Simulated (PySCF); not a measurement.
ZrCl₄ + O₂ → ZrO₂ + 2 Cl₂

Level: B3LYP in the def2-TZVP basis family, computed in PySCF with density fitting; scalar-relativistic core potentials for atoms from Rb on, none lighter, no spin–orbit coupling; open shells unrestricted.

```tsv
species	state and structure	E (Eh)	ZPE (kJ/mol)	H(298 K) − H(0) (kJ/mol)	S° (J/(mol K))
ZrCl₄	singlet, Td, Zr–Cl 2.336 Å (×4)	-1888.31382	13.0	22.6	367.9
O₂	triplet, D∞h, O–O 1.204 Å	-150.38977	9.8	8.7	205.0
ZrO₂	singlet, C2v, Zr–O 1.776 Å (×2); O–Zr–O 108.3°	-197.62867	12.6	11.3	268.2
Cl₂	singlet, D∞h, Cl–Cl 2.014 Å	-920.42200	3.2	9.2	223.0
```

Q: What is the electronic reaction energy?

A: At B3LYP/def2-TZVP, ΔE = 606.3 kJ/mol from the differences of the total energies times 2625.5, uphill. 

Q: Add zero-point, thermal and entropy terms for 298.15 K and 1 bar.

A: ΔZPE = -3.8 and Δ[H(298) − H(0)] = -1.6 kJ/mol give ΔH° = 600.9 kJ/mol. ΔS° = 141.3 J/(mol K), so ΔG° = 600.9 − 298.15 × (0.1413) = 559 kJ/mol.

The structures come from searches over a few start shapes, so lower isomers are not excluded.
